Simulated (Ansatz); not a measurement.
A made-up structure of CH3Se, doublet:

C1  (-0.098, -0.111, 0.087)
Se2  (1.168, 1.067, -0.776)
H3  (2.387, 1.952, -0.880)
H4  (-0.180, 0.121, 1.147)
H5  (-1.064, 0.075, -0.389)
(Å)

It is relaxed with PBE-D4/def2-SVP and then PBE0-D4/def2-TZVP (Ansatz 0.2.0). Atoms count as bonded within 1.22 times the sum of their covalent radii (H–H: 0.88 Å). The end point is not checked to be a true minimum.

(1) Does its bonding change? (Judge from chemistry; the calculation decides.)

Answers

(1) By the calculation: No: no bond forms or breaks.

Where it ends: The first stage lowers the energy by 2.23 eV in 11 steps. It ends as CH₃Se ([CH2][SeH]):
```xyz
5
angstrom
C -0.0689 0.3015 0.0157
Se 1.0110 1.1193 -1.2431
H 2.0544 1.5465 -0.3029
H 0.1987 0.2879 1.0598
H -0.9824 -0.1501 -0.3393
```

Labels in which every atom is bracketed show which atoms are joined, not bond orders.

For scale, one of the runs: PBE0-D4/def2-TZVP relaxation, 97 basis functions, launched by `ansatz run in.yaml --threads 2 --pin off --events-out ev --progress --plain --max-ram 4352MiB`. Hardware: 2 CPU threads of an Intel Xeon 6975P-C, shared host. Wall time about 12 s.
